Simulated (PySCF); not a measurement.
# Radial density of Mn⁺ (manganese, charge +1)

UHF, [Ar] 3d6, high-spin 5D determinant (an excited configuration). All numbers are calculated (PySCF 2.14, scalar relativity by spin-free X2C-1e, in aug-cc-pwCVTZ-DK (10s9p7d4f3g, 127 functions)).

| r (bohr) | 4πr²ρ (e/bohr) | 4πr²(ρα − ρβ) |
| --- | --- | --- |
| 0.00108 | 0.2152 | 0.0000 |
| 0.00182 | 0.5446 | 0.0000 |
| 0.00306 | 1.350 | -0.0001 |
| 0.00515 | 3.225 | -0.0003 |
| 0.00867 | 7.252 | -0.0006 |
| 0.0146 | 14.63 | -0.0013 |
| 0.0245 | 24.45 | -0.0025 |
| 0.0413 | 30.09 | -0.0042 |
| 0.0694 | 25.39 | -0.0068 |
| 0.117 | 24.78 | 0.0035 |
| 0.196 | 33.20 | 0.1811 |
| 0.330 | 18.75 | 1.0299 |
| 0.555 | 12.68 | 2.6795 |
| 0.934 | 13.19 | 3.0936 |
| 1.57 | 3.716 | 1.4441 |
| 2.64 | 0.4922 | 0.2393 |
| 4.45 | 0.02490 | 0.0041 |
| 7.48 | 0.0002006 | -0.0001 |

Densities and radii are taken from the X2C orbitals without a picture-change correction, which distorts them close to the nucleus.

Q: Where is the radial spin density 4πr²(ρα − ρβ) most negative, and why is it negative at all?

A: Around r = 0.0694 bohr, down to -0.0068 e/bohr: exchange with the open shell polarises the paired shells in an unrestricted calculation.
